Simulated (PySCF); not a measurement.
PySCF input for SiCl₂, SMILES Cl[Si]Cl (connectivity only; charge and spin as stated), neutral, multiplicity 1, ADC(2)/aug-cc-pVDZ. Geometry: PBE0-D3(BJ)/def2-TZVP. The isomer is the one that the SMILES or the coordinates give; other isomers of the formula were not compared.

```python
import numpy as np
from pyscf import gto, scf, dft, adc

mol = gto.M(
    atom='''
    Si    0.00000000   -0.00000001    0.93282657
    Cl    0.00000000    1.60665231   -0.38410506
    Cl    0.00000000   -1.60665231   -0.38410506
    ''',
    basis='aug-cc-pVDZ',
    charge=0,
    spin=0,
    max_memory=1600,
    verbose=4,
)
mf = scf.RHF(mol)
mf.conv_tol = 1e-10
mf.max_cycle = 100
mf.kernel()
res = {}
for kind, nroots in (('ee', 6), ('ip', 6), ('ea', 2)):
    a = adc.ADC(mf).density_fit('aug-cc-pvdz-ri')
    a.method, a.method_type = 'adc(2)', kind
    e, v, p, x = a.kernel(nroots=nroots)
    res[kind] = (e * 27.211386245988, p)
for kind, (e, p) in res.items():
    print(kind, 'energies / eV', np.round(e, 3), 'strengths', np.round(p, 4))
```

Output:

```
PySCF version 2.14.0

[INPUT] verbose = 4
[INPUT] num. atoms = 3
[INPUT] num. electrons = 48
[INPUT] charge = 0
[INPUT] spin (= nelec alpha-beta = 2S) = 0
[INPUT] symmetry False subgroup None
[INPUT] Mole.unit = angstrom
[INPUT] Symbol           X                Y                Z      unit          X                Y                Z       unit  Magmom
[INPUT]  1 Si     0.000000000000  -0.000000010000   0.932826570000 AA    0.000000000000  -0.000000018897   1.762786739017 Bohr   0.0
[INPUT]  2 Cl     0.000000000000   1.606652310000  -0.384105060000 AA    0.000000000000   3.036132843300  -0.725853366460 Bohr   0.0
[INPUT]  3 Cl     0.000000000000  -1.606652310000  -0.384105060000 AA    0.000000000000  -3.036132843300  -0.725853366460 Bohr   0.0

nuclear repulsion = 168.844472375319
number of shells = 24
number of NR pGTOs = 150
number of NR cGTOs = 81
basis = aug-cc-pVDZ
ecp = {}


[settings echo left out]
init E= -1208.11643270004
  HOMO = -0.256390444456361  LUMO = -0.0350656560883937  gap/eV = 6.02255
cycle= 1 E= -1207.96356292504  delta_E= 0.153  |g|= 0.354  |ddm|=  1.5
  HOMO = -0.404222484197036  LUMO = -0.0430204878769265  gap/eV = 9.82881
cycle= 2 E= -1208.00286389363  delta_E= -0.0393  |g|= 0.182  |ddm|= 0.603
  HOMO = -0.378700662183185  LUMO = -0.00117733657050079  gap/eV = 10.27293
cycle= 3 E= -1208.01361060892  delta_E= -0.0107  |g|= 0.0237  |ddm|= 0.192
  HOMO = -0.376182806115156  LUMO = 0.00360231730707428  gap/eV = 10.33448
cycle= 4 E= -1208.01415903045  delta_E= -0.000548  |g|= 0.00636  |ddm|= 0.0837
  HOMO = -0.377119200528376  LUMO = 0.00279390384110934  gap/eV = 10.33796
cycle= 5 E= -1208.01420816273  delta_E= -4.91e-05  |g|= 0.00161  |ddm|= 0.0268
  HOMO = -0.376918996648049  LUMO = 0.00290167250024131  gap/eV = 10.33545
cycle= 6 E= -1208.01421153152  delta_E= -3.37e-06  |g|= 0.000411  |ddm|= 0.00623
  HOMO = -0.376911249501165  LUMO = 0.00289108157905726  gap/eV = 10.33495
cycle= 7 E= -1208.01421169877  delta_E= -1.67e-07  |g|= 8.48e-05  |ddm|= 0.00133
  HOMO = -0.376889418063894  LUMO = 0.00290167863992896  gap/eV = 10.33464
cycle= 8 E= -1208.01421170386  delta_E= -5.1e-09  |g|= 2.09e-05  |ddm|= 0.00018
  HOMO = -0.376889754146769  LUMO = 0.00289944858842928  gap/eV = 10.33459
cycle= 9 E= -1208.01421170429  delta_E= -4.27e-10  |g|= 5.51e-06  |ddm|= 4.84e-05
  HOMO = -0.376889821473631  LUMO = 0.00289915782595651  gap/eV = 10.33458
cycle= 10 E= -1208.01421170432  delta_E= -2.55e-11  |g|= 1.67e-06  |ddm|= 1.11e-05
  HOMO = -0.376889772393248  LUMO = 0.00289916359569098  gap/eV = 10.33458
Extra cycle  E= -1208.01421170433  delta_E= -9.55e-12  |g|= 7.5e-07  |ddm|= 2.57e-06
converged SCF energy = -1208.01421170433

******** <class 'pyscf.adc.radc.RADC'> ********
******** ADC Orbital Information ********
Number of Frozen Occupied Orbitals: 0
Number of Frozen Virtual Orbitals: 0
Number of Active Occupied Orbitals: 24
Number of Active Virtual Orbitals: 57
*****************************************
******** <class 'pyscf.df.df.DF'> ********
auxbasis = aug-cc-pvdz-ri
Reference correlation energy (doubles): -0.39446706
MP2 correlation energy of reference state (a.u.) = -0.39446706

******** <class 'pyscf.adc.radc_ee.RADCEE'> ********
max_space = 12
max_cycle = 50
conv_tol = 1e-08

*************************************************************
        ADC calculation summary (singlet states only)
*************************************************************
adc(2) root 0  |  Energy (Eh) =   0.1455007743  |  Energy (eV) =   3.95927773  |  Osc. strength = 0.03618108  |  conv = True
adc(2) root 1  |  Energy (Eh) =   0.1927301486  |  Energy (eV) =   5.24445447  |  Osc. strength = 0.00000000  |  conv = True
adc(2) root 2  |  Energy (Eh) =   0.2181831198  |  Energy (eV) =   5.93706510  |  Osc. strength = 0.05473091  |  conv = True
adc(2) root 3  |  Energy (Eh) =   0.2482643070  |  Energy (eV) =   6.75561589  |  Osc. strength = 0.05692477  |  conv = True
adc(2) root 4  |  Energy (Eh) =   0.2509152503  |  Energy (eV) =   6.82775173  |  Osc. strength = 0.00919088  |  conv = True
adc(2) root 5  |  Energy (Eh) =   0.2526628996  |  Energy (eV) =   6.87530769  |  Osc. strength = 0.33889760  |  conv = True

******** <class 'pyscf.adc.radc.RADC'> ********
******** ADC Orbital Information ********
Number of Frozen Occupied Orbitals: 0
Number of Frozen Virtual Orbitals: 0
Number of Active Occupied Orbitals: 24
Number of Active Virtual Orbitals: 57
*****************************************
******** <class 'pyscf.df.df.DF'> ********
auxbasis = aug-cc-pvdz-ri
Reference correlation energy (doubles): -0.39446706
MP2 correlation energy of reference state (a.u.) = -0.39446706

******** <class 'pyscf.adc.radc_ip.RADCIP'> ********
max_space = 12
max_cycle = 50
conv_tol = 1e-08

*************************************************************
        ADC calculation summary (doublet states only)
*************************************************************
adc(2) root 0  |  Energy (Eh) =   0.3565916300  |  Energy (eV) =   9.70335249  |  Spec. factor = 1.82507446  |  conv = True
adc(2) root 1  |  Energy (Eh) =   0.4091122183  |  Energy (eV) =  11.13251050  |  Spec. factor = 1.77826823  |  conv = True
adc(2) root 2  |  Energy (Eh) =   0.4290975815  |  Energy (eV) =  11.67633993  |  Spec. factor = 1.77991434  |  conv = True
adc(2) root 3  |  Energy (Eh) =   0.4625568104  |  Energy (eV) =  12.58681192  |  Spec. factor = 1.77775678  |  conv = True
adc(2) root 4  |  Energy (Eh) =   0.4673659895  |  Energy (eV) =  12.71767635  |  Spec. factor = 1.76540476  |  conv = True
adc(2) root 5  |  Energy (Eh) =   0.5054167416  |  Energy (eV) =  13.75309006  |  Spec. factor = 1.77094635  |  conv = True

******** <class 'pyscf.adc.radc.RADC'> ********
******** ADC Orbital Information ********
Number of Frozen Occupied Orbitals: 0
Number of Frozen Virtual Orbitals: 0
Number of Active Occupied Orbitals: 24
Number of Active Virtual Orbitals: 57
*****************************************
******** <class 'pyscf.df.df.DF'> ********
auxbasis = aug-cc-pvdz-ri
Reference correlation energy (doubles): -0.39446706
MP2 correlation energy of reference state (a.u.) = -0.39446706

******** <class 'pyscf.adc.radc_ea.RADCEA'> ********
max_space = 12
max_cycle = 50
conv_tol = 1e-08

*************************************************************
        ADC calculation summary (doublet states only)
*************************************************************
adc(2) root 0  |  Energy (Eh) =  -0.0383460561  |  Energy (eV) =  -1.04344934  |  Spec. factor = 1.85852632  |  conv = True
adc(2) root 1  |  Energy (Eh) =   0.0357733513  |  Energy (eV) =   0.97344247  |  Spec. factor = 1.94501926  |  conv = True
ee energies / eV [3.959 5.244 5.937 6.756 6.828 6.875] strengths [0.0362 0.     0.0547 0.0569 0.0092 0.3389]
ip energies / eV [ 9.703 11.133 11.676 12.587 12.718 13.753] strengths [1.8251 1.7783 1.7799 1.7778 1.7654 1.7709]
ea energies / eV [-1.043  0.973] strengths [1.8585 1.945 ]
```

The run converged.
